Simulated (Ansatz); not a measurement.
Computed with Ansatz on PBE0-D4/def2-TZVP structures; ΔE is electronic, products minus reactants. CCSD(T)/CBS is the MP2 limit (def2-TZVPP, def2-QZVPP) plus CCSD(T) − MP2 in def2-TZVPP, frozen cores. This one scheme is used for every species. Functionals use def2-TZVPP. def2 core potentials past Kr. For Sn outer-core shells are correlated without core-valence functions, which leaves a few kJ/mol of doubt a bond. Each species was taken in one conformer, which may not be the lowest.

Consider the ligand exchange at the Sn–Cl bond: `C[O][Sn][Cl]` + CH₃OH → `C[O][Sn][O]C` + HCl.

`C[O][Sn][Cl]`:

Z-matrix (Å, degrees):
```
C
O 1 1.405
H 1 1.095 2 109.5
H 1 1.095 2 112.6 3 120.9
H 1 1.095 2 109.5 3 -118.3
Sn 2 1.958 1 131.7 3 -121.3
Cl 6 2.388 2 98.6 1 0.0
```

CH₃OH:

Z-matrix (Å, degrees):
```
C
O 1 1.409
H 1 1.097 2 112.4
H 1 1.090 2 107.0 3 -118.5
H 1 1.097 2 112.4 3 123.0
H 2 0.959 1 108.5 3 -61.6
```

`C[O][Sn][O]C`:

Cartesian coordinates in Å:
```
C 0.130 -1.739 0.138
O -1.228 -1.423 0.258
Sn -2.321 0.192 -0.051
O -0.965 1.605 -0.307
C 0.420 1.693 -0.126
H 0.641 -1.143 -0.627
H 0.233 -2.795 -0.137
H 0.658 -1.590 1.089
H 0.957 1.460 -1.054
H 0.682 2.718 0.161
H 0.793 1.021 0.656
```

HCl:

Z-matrix (Å, degrees):
```
Cl
H 1 1.279
```

```tsv
level	ΔE (kcal/mol)
r2SCANh	20.6
HF/def2-QZVPP	22.5
```

**Question.** What does CCSD(T)/CBS give? (Best estimate.)

**Answer.** The calculation gave: +19.0 kcal/mol. The listed levels differ from it by 1.6, 3.5 kcal/mol.

**Question.** What do rigid-rotor, harmonic-oscillator terms from PBE0-D4/def2-TZVP frequencies (298.15 K, 1 bar) make of the CCSD(T)/CBS value? (Best estimate.)

**Answer.** Ansatz gave: ΔZPE = -2.9 kcal/mol, ΔH = +16.7 kcal/mol, ΔS = -16 J/(mol·K), ΔG = +17.8 kcal/mol.

Largest T1 diagnostic among the species: 0.017.

The D4 term adds −1.1 kcal/mol with B3LYP and −0.7 kcal/mol with PBE0; it sums over pairs of atoms, weighted by their polarisabilities, and B3LYP, whose exchange is more repulsive, gets the larger term. At CCSD(T), def2-SVP lies −1.2 kcal/mol from the extrapolated value and def2-TZVPP −0.9 kcal/mol.

B3LYP here is the variant with VWN-RPA as its local correlation; programs differ in this.
